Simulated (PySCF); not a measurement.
B(All)(F)(OH) (C3H6BFO), SMILES C(CB(O)F)=C.

Coordinates come from a ωB97X-D3(BJ)/def2-SVP optimisation. One conformer was computed; it need not be the lowest.

Computed with ωB97X-D3(BJ)/def2-SVP (PySCF).

Frequencies are harmonic and unscaled.

```tsv
mode	ν (cm⁻¹)	IR (km/mol)	Raman (Å⁴/amu)	depolarisation	moving atoms (share of kinetic energy)
1	69	3.0	1.0	0.72	C 38 %, F 27 %, H 25 %, O 9 %
2	81	1.6	5.9	0.74	C 46 %, H 27 %, O 20 %
3	210	2.2	3.2	0.75	H 36 %, C 29 %, O 28 %
4	349	5.7	2.4	0.52	F 37 %, C 29 %, H 15 %, O 9 %, B 9 %
5	409	3.6	1.2	0.62	H 60 %, C 25 %, B 9 %
6	463	5.3	1.2	0.75	C 24 %, F 24 %, O 24 %, H 18 %, B 10 %
7	520	11.9	1.6	0.67	B 36 %, H 32 %, C 17 %, F 9 %
8	654	53.8	0.9	0.53	H 82 %
9	672	13.8	5.8	0.32	H 51 %, C 22 %, F 11 %, O 9 %
10	819	3.4	3.7	0.14	C 36 %, H 28 %, O 23 %, F 8 %
11	855	33.1	0.1	0.28	H 45 %, C 28 %, B 23 %
12	958	31.9	1.9	0.43	H 70 %, C 30 %
13	964	14.9	2.6	0.32	H 54 %, C 45 %
14	1036	108.0	5.5	0.59	H 72 %, F 11 %
15	1047	22.1	2.1	0.75	H 86 %, C 12 %
16	1063	14.9	1.8	0.58	H 73 %, C 21 %
17	1189	28.2	3.4	0.56	H 65 %, C 23 %
18	1231	9.0	11.4	0.67	H 61 %, C 32 %
19	1322	0.2	16.3	0.42	H 78 %, C 21 %
20	1383	400.1	3.1	0.53	B 55 %, C 17 %, O 12 %, H 12 %
21	1421	14.5	12.6	0.68	H 89 %, C 10 %
22	1453	6.7	7.4	0.54	H 81 %, C 18 %
23	1482	288.6	1.1	0.73	B 72 %, O 13 %
24	1748	18.8	26.6	0.09	C 87 %, H 13 %
25	3073	8.0	94.7	0.08	H 94 %
26	3142	3.4	84.4	0.63	H 91 %, C 9 %
27	3157	7.0	47.8	0.17	H 94 %
28	3177	6.5	129.6	0.22	H 91 %, C 9 %
29	3262	6.7	71.2	0.62	H 89 %, C 11 %
30	3849	112.9	47.2	0.15	H 94 %
```
